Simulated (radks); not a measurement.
Trend from Mg to Ar: ionisation energy by Delta-SCF between NIST ground configurations, and size. Calculated with a radial shooting solver on a logarithmic mesh with Libxc functionals: scalar-relativistic Kohn-Sham, LDA (Slater exchange, Perdew-Wang correlation), spin-unpolarised, spherical densities, finite nucleus; Fermi nuclear charge, rms radius of each element as measured or else 0.836 A^(1/3) + 0.57 fm.

Mg: configuration [Ne] 3s2; configuration of the ion [Ne] 3s1; IE (eV) 8.068; NIST (eV) 7.646; kind exp.; outermost 3s; <r> outermost (bohr) 3.13; r at 0.001 e/bohr^3 (bohr) 4.52
Al: configuration [Ne] 3s2 3p1; configuration of the ion [Ne] 3s2; IE (eV) 5.841; NIST (eV) 5.986; kind exp.; outermost 3p; <r> outermost (bohr) 3.44; r at 0.001 e/bohr^3 (bohr) 4.55
Si: configuration [Ne] 3s2 3p2; configuration of the ion [Ne] 3s2 3p1; IE (eV) 7.823; NIST (eV) 8.152; kind exp.; outermost 3p; <r> outermost (bohr) 2.79; r at 0.001 e/bohr^3 (bohr) 4.45
P: configuration [Ne] 3s2 3p3; configuration of the ion [Ne] 3s2 3p2; IE (eV) 9.815; NIST (eV) 10.487; kind exp.; outermost 3p; <r> outermost (bohr) 2.37; r at 0.001 e/bohr^3 (bohr) 4.28
S: configuration [Ne] 3s2 3p4; configuration of the ion [Ne] 3s2 3p3; IE (eV) 11.858; NIST (eV) 10.360; kind exp.; outermost 3p; <r> outermost (bohr) 2.07; r at 0.001 e/bohr^3 (bohr) 4.09
Cl: configuration [Ne] 3s2 3p5; configuration of the ion [Ne] 3s2 3p4; IE (eV) 13.969; NIST (eV) 12.968; kind exp.; outermost 3p; <r> outermost (bohr) 1.84; r at 0.001 e/bohr^3 (bohr) 3.92
Ar: configuration [Ar]; configuration of the ion [Ne] 3s2 3p5; IE (eV) 16.157; NIST (eV) 15.760; kind exp.; outermost 3p; <r> outermost (bohr) 1.67; r at 0.001 e/bohr^3 (bohr) 3.75

Reference values: NIST Atomic Spectra Database (exp. = measured, semi-emp. = semi-empirical, theory = theoretical value adopted there). Spin polarisation and multiplet splitting are left out, so open shells lie too high by an amount that depends on their filling.

Beside tabulated values, note that spin-unpolarised runs miss the spin-polarisation part of the exchange energy of open shells.
